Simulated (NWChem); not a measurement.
# C3H8Si; SMILES [SiH3]C1CC1

Program: NWChem. Geometry: optimised at PBE0/def2-SVP. Level: PBE0/def2-SVP with SMD (1 M gas to 1 M solution), gas-phase geometry. Reactions with the solvent are ignored.

### Question
What does the run give for solvent water? Quantities: solvation free energy (kcal/mol); cavity-dispersion-structure term (kcal/mol); dipole in solution (D).

### Answer
- solvation free energy (kcal/mol): 1.4
- cavity-dispersion-structure term (kcal/mol): 3.0
- dipole in solution (D): 1.18
